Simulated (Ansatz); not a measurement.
AlBrFH2ISi. Charge 0, multiplicity 1. I: def2 effective core potential. The bonds changed during the relaxation, so this is another structure than the one it started from.

Z-matrix (Å, degrees):
```
Si
Al 1 2.422
Br 1 2.412 2 65.3
F 1 1.593 2 124.5 3 89.6
I 1 2.427 2 129.4 3 -91.8
H 2 1.577 1 115.3 3 95.5
H 2 1.577 1 115.5 3 -95.2
```

(1) What are the harmonic wavenumbers in cm⁻¹ at PBE0-D4/def2-TZVP (Ansatz, finite differences of forces, unscaled)? (Best estimate.)

(2) Is this a minimum?

(3) Give the ideal-gas thermochemistry at 298.15 K and 1 bar (rigid rotor, harmonic oscillator; point group C1, symmetry number 1).

(4) And at 400, 500, 600, 800 and 1000 K?

(5) Rotational constants (cm⁻¹)?

## Answers

(1) The calculation gave: 73, 81, 114, 169, 197, 278, 311, 364, 399, 491, 581, 712, 897, 1947, 1970.

(2) Yes, all 15 modes are real.

(3) Zero-point energy 51.3 kJ/mol; H(298) − E = 75.7 kJ/mol; entropy 402.4 J/(mol·K), of which translation 179.3, rotation 129.7, vibration 93.4; G(298) − E = -44.2 kJ/mol. Modes under 100 cm⁻¹ are hindered rotations or soft bends, so the harmonic entropy is rough.

(4) 
```
T (K)  H − E (kJ/mol)  S (J/mol/K)  G − E (kJ/mol)
  400            88.0        437.8           -87.1
  500           100.9        466.5          -132.3
  600           114.3        490.9          -180.2
  800           142.2        531.0          -282.6
 1000           171.2        563.3          -392.1
```

(5) 0.05829, 0.01685, 0.01604.
